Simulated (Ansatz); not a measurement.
One change: `CNC1C[SiH2]1` becomes `NC1C[SiH2]1`.

Ansatz, PBE0-D4/def2-TZVP geometries, multiplicity 1. Each molecule was computed in one conformer, which needn't be the lowest.

```tsv
property	`CNC1C[SiH2]1`
HOMO–LUMO gap (ωB97M-V/def2-TZVPP) / eV	10.39
ideal-gas entropy at 298 K and 1 bar (rigid rotor, harmonic PBE0-D4/def2-TZVP) / J/(mol·K)	331
zero-point energy (PBE0-D4/def2-TZVP) / kJ/mol	302.6
HOMO energy (B3LYP/def2-TZVPP) / eV	-6.07
HOMO energy (ωB97M-V/def2-TZVPP) / eV	-8.53
size of the dipole moment (PBE/def2-TZVPP) / D	0.88
```

Give the same properties after the change, and the shifts. (Estimate.)

The calculation gave: 
| property | `NC1C[SiH2]1` | shift |
| --- | --- | --- |
| HOMO–LUMO gap (ωB97M-V/def2-TZVPP) / eV | 10.47 | 0.08 |
| ideal-gas entropy at 298 K and 1 bar (rigid rotor, harmonic PBE0-D4/def2-TZVP) / J/(mol·K) | 301 | -30 |
| zero-point energy (PBE0-D4/def2-TZVP) / kJ/mol | 228.8 | -73.8 |
| HOMO energy (B3LYP/def2-TZVPP) / eV | -6.14 | -0.07 |
| HOMO energy (ωB97M-V/def2-TZVPP) / eV | -8.54 | -0.01 |
| size of the dipole moment (PBE/def2-TZVPP) / D | 1.25 | 0.37 |

With PBE0 the HOMO falls by 0.06 eV and the LUMO rises by 0.05 eV, so the gap widens by about 0.11 eV. PBE moves the HOMO by -0.12 eV and ωB97M-V by -0.01 eV. The zero-point energy changes by -73.8 kJ/mol with -9 modes. Dipoles are sizes alone; their direction can turn.

B3LYP here is the variant with VWN-RPA as its local correlation; programs differ in this.
